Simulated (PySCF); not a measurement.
## Electron correlation in As³⁺ (arsenic, charge +3)

Starting occupation: [Ar] 3d9 4s2 5s1, 3d3/2 with m_j = -3/2, -1/2, +1/2, +3/2, 3d5/2 with m_j = -3/2, -1/2, +1/2, +3/2, +5/2, 5s1/2 with m_j = +1/2. Computed with PySCF 2.14 in x2c-TZVPall-2c with one added diffuse shell each of s, p, d type (7s8p5d1f, 63 functions), with X2C-1e with screened-nucleus spin-orbit coupling, Gaussian nucleus. Frozen: [Ne]; 20 electrons correlated.

MP2 pair energies summed by pair of shells (mhartree):

```json
{"pair": "3d-3p", "energy": "-67.06", "share (%)": "26.7"}
{"pair": "3d-3d", "energy": "-59.20", "share (%)": "23.6"}
{"pair": "4s-4s", "energy": "-30.72", "share (%)": "12.3"}
{"pair": "3p-3p", "energy": "-25.94", "share (%)": "10.3"}
{"pair": "3d-4s", "energy": "-16.05", "share (%)": "6.4"}
{"pair": "3d-3s", "energy": "-13.84", "share (%)": "5.5"}
{"pair": "4s-5s", "energy": "-12.58", "share (%)": "5.0"}
{"pair": "3p-3s", "energy": "-10.73", "share (%)": "4.3"}
{"pair": "3p-4s", "energy": "-9.26", "share (%)": "3.7"}
{"pair": "3d-5s", "energy": "-1.84", "share (%)": "0.7"}
{"pair": "3s-3s", "energy": "-1.37", "share (%)": "0.5"}
{"pair": "3p-5s", "energy": "-1.03", "share (%)": "0.4"}
{"pair": "3s-4s", "energy": "-1.00", "share (%)": "0.4"}
{"pair": "3s-5s", "energy": "-0.10", "share (%)": "0.0"}
```

Total MP2 correlation energy: -250.72 mhartree.

The GHF reference relaxed away from the jj start to a determinant that is no pure jj level (⟨S²⟩ = 2.00, ⟨J²⟩ = 12.02); the energies belong to that determinant.

This basis was not built for core-valence correlation, so the inner-shell part is incomplete.
